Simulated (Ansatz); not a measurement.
Species: sum formula SiN₂H₅, net charge -1, singlet state. It need not be the lowest isomer of its formula. Whether it binds its extra electron was not tested at this geometry. 
Geometry from a B3LYP-D3(BJ)/def2-TZVP (Ansatz, a quantum-chemistry and plane-wave program) optimisation:
```xyz
8

Si     0.1051    -0.4026    -0.1471
N      1.4200     0.5635    -0.4101
N     -1.3555     0.2016     0.7260
H      0.5291    -1.5705     0.6999
H     -0.6477    -1.0300    -1.3239
H      1.2813     1.3266    -1.0693
H     -1.0942     0.8729     1.4430
H     -1.9912     0.6829     0.0978
```
Charge -1, spin multiplicity 1.

Total electronic energies in hartree. Correlated levels leave the core frozen unless marked. No spin-orbit coupling. Non-relativistic unless marked X2C. CBS(X,Y): correlation extrapolated as X^-3; Hartree-Fock from the larger set.

```tsv
level	program	energy (Eh)
HF/cc-pV(T+d)Z	Ansatz	-400.80952
RI-HF/cc-pV(Q+d)Z	Ansatz	-400.82720
PBE0-D3(BJ)/def2-TZVPD	Ansatz + dftd3	-401.85562
B2PLYP/def2-TZVPD	Ansatz	-401.89663
MP2/aug-cc-pV(T+d)Z	Ansatz	-401.41805
MP2/cc-pV(5+d)Z	Ansatz	-401.47322
CCSD/STO-3G	Ansatz	-395.92456
CCSD/6-31G	Ansatz	-400.90709
CCSD/cc-pV(T+d)Z	Ansatz	-401.41488
CCSD(T)/6-31G	Ansatz	-400.91456
CCSD(T)/cc-pV(T+d)Z	Ansatz	-401.43955
CCSD(T)/cc-pVTZ	Ansatz	-401.43352
X2C-CCSD(T)/cc-pVTZ-DK	Ansatz	-402.09270
CCSD(T) with core electrons (1s frozen past Ne)/cc-pwCVTZ	Ansatz	-401.80935
CCSD(T)/CBS(aug-cc-pV(T+d)Z,aug-cc-pV(Q+d)Z)	Ansatz	-401.5283
```

Totals of different functionals don't rank their quality; only differences between species are comparable.
